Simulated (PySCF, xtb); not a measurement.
N-ethyl-methylboronamidic acid (C3H10BNO), SMILES CCNB(C)O.

GFN2-xTB (xtb 6.7.1) at its own geometry gives an orbital gap of 6.55 eV and a dipole moment of 0.68 D.

Geometry optimised at B3LYP-D3(BJ)/def2-SVP. Other conformers were not sampled.

### Question
What does PBE/def2-TZVP run with PySCF give? (The exact figures need the calculation; the answer reports its results.)

### Answer
gap 5.54 eV (levels -5.60 and -0.06 eV), dipole 0.70 D.
